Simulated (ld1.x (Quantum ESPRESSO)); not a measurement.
As, ultrasoft: configuration errors across variants

```
Element                 : arsenic (As)
Generator               : ld1.x (Quantum ESPRESSO) 7.5
Type                    : ultrasoft
Functional              : revPBE
Relativity              : scalar-relativistic
Frozen core             : [Ar] 3d10
Valence charge          : 5
Reference configuration : 4s2 4p2 (charge +1)
Partial waves           : 4s (bound): rcut 1.35, rcutus 1.55 bohr; 4s channel at 1.4 Ry: rcut 1.35, rcutus 1.55 bohr; 4p (bound): rcut 1.35, rcutus 1.65 bohr; 4p channel at -0.1 Ry: rcut 1.35, rcutus 1.65 bohr; 4d channel at 0.25 Ry: rcut 1.50, rcutus 1.75 bohr
Local potential         : all-electron potential smoothed inside 1.25 bohr (lloc = -1)
Core correction         : a·sin(br)/r model core inside 1.35 bohr
Augmentation charge     : PSQ, inside the norm-conserving radii
```

All-electron excitation energies from the reference (eV): (1) 4s2 4p3 -9.105; (2) 4s2 4p1 17.856; (3) 4s2 4p0 45.453; (4) 4s1 4p4 0.286; (5) 4s2 4p2.5 -5.571; (6) 4s0 4p5 9.888; (7) 4s1 4p3 10.085.

A true bound ghost makes a file unfit for plane-wave use even where its test errors are small: the radial tests pick states by their node count and pass the ghost by.

Errors AE − PS in meV (a dash: test not solved or not reliable):

```csv
change,(1),(2),(3),(4),(5),(6),(7),bound ghosts
base,-1.9,-15,-92,-2.3,-0.4,-21,-11,none
local potential all-electron potential smoothed inside 0.72 bohr (lloc = -1),-1.9,-16,-93,-2.3,-0.4,-21,-11,"s, p"
local potential all-electron potential smoothed inside 0.82 bohr (lloc = -1),-1.9,-16,-93,-2.3,-0.4,-21,-11,s
local potential all-electron potential smoothed inside 1.00 bohr (lloc = -1),-1.9,-16,-93,-2.3,-0.4,-21,-11,s
local potential all-electron potential smoothed inside 1.26 bohr (lloc = -1),-1.9,-15,-92,-2.3,-0.4,-21,-11,none
local potential all-electron potential smoothed inside 1.46 bohr (lloc = -1),-1.9,-16,-93,-2.3,-0.4,-21,-11,none
local potential all-electron potential smoothed inside 1.56 bohr (lloc = -1),-1.9,-16,-93,-2.3,-0.4,-21,-11,none
local potential all-electron potential smoothed inside 1.72 bohr (lloc = -1),-1.9,-16,-93,-2.3,-0.4,-21,-11,none
local potential all-electron potential smoothed inside 1.88 bohr (lloc = -1),-1.9,-16,-93,-2.3,-0.4,-21,-11,none
local potential all-electron potential smoothed inside 2.00 bohr (lloc = -1),-1.9,-16,-93,-2.3,-0.4,-21,-11,none
```

Give the same row for: local potential all-electron potential smoothed inside 1.10 bohr (lloc = -1).

-1.8, -15, -85, -2.3, -0.4, -21, -10; bound ghosts: none.
